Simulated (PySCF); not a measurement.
Input for PySCF: D3(BJ) and D4 dispersion corrections on ethylmethylamine (SMILES CCNC), a point of a torsion scan.

```python
from pyscf import gto
from pyscf.dispersion import dftd3, dftd4

mol = gto.M(
    atom='''
    C     1.79861064    0.55648849   -0.01537027
    C     0.55687492   -0.24887530    0.35225070
    N    -0.62091108    0.13150823   -0.42405019
    C    -1.19398404   -0.93606666   -1.21445473
    H     2.64193427    0.25371813    0.60075242
    H     1.61964480    1.61800846    0.14272527
    H     2.06208803    0.39900941   -1.06045034
    H     0.76339064   -1.31590825    0.21473807
    H     0.32654019   -0.09000729    1.41355309
    H    -0.39714049    0.91988968   -1.02193190
    H    -0.49305527   -1.38606661   -1.93569603
    H    -1.54406927   -1.72015736   -0.54249256
    H    -2.05062054   -0.54610265   -1.76222693
    ''',
    basis='def2-svp',
    charge=0, spin=0, verbose=0, max_memory=1800)
d3, d4 = {}, {}
for xc in ['hf', 'pbe', 'blyp', 'revpbe', 'tpss', 'r2scan', 'b3lyp', 'pbe0', 'bhlyp', 'camb3lyp', 'b2plyp']:
    d3[xc] = float(dftd3.DFTD3Dispersion(mol, xc=xc, version='d3bj', atm=False).get_dispersion()['energy'])
    print(f'D3(BJ) {xc:10s} {d3[xc]:14.8f} Eh')
for xc in ['hf', 'pbe', 'blyp', 'revpbe', 'tpss', 'r2scan', 'b3lyp', 'pbe0', 'bhlyp', 'camb3lyp', 'b2plyp']:
    d4[xc] = float(dftd4.DFTD4Dispersion(mol, xc={'camb3lyp': 'cam-b3lyp'}.get(xc, xc), atm=True).get_dispersion()['energy'])
    print(f'D4     {xc:10s} {d4[xc]:14.8f} Eh')
```

Output:

```
D3(BJ) hf            -0.06487355 Eh
D3(BJ) pbe           -0.00809465 Eh
D3(BJ) blyp          -0.01636632 Eh
D3(BJ) revpbe        -0.02139023 Eh
D3(BJ) tpss          -0.00986371 Eh
D3(BJ) r2scan        -0.00223393 Eh
D3(BJ) b3lyp         -0.01323621 Eh
D3(BJ) pbe0          -0.00670220 Eh
D3(BJ) bhlyp         -0.00982923 Eh
D3(BJ) camb3lyp      -0.00562746 Eh
D3(BJ) b2plyp        -0.00579689 Eh
D4     hf            -0.02851586 Eh
D4     pbe           -0.00716016 Eh
D4     blyp          -0.01622783 Eh
D4     revpbe        -0.02658300 Eh
D4     tpss          -0.00969443 Eh
D4     r2scan        -0.00185489 Eh
D4     b3lyp         -0.01132162 Eh
D4     pbe0          -0.00594783 Eh
D4     bhlyp         -0.00746699 Eh
D4     camb3lyp      -0.00586125 Eh
D4     b2plyp        -0.00498889 Eh
```

The run finished.

Cost: about 0.04 core-seconds (a rough figure).
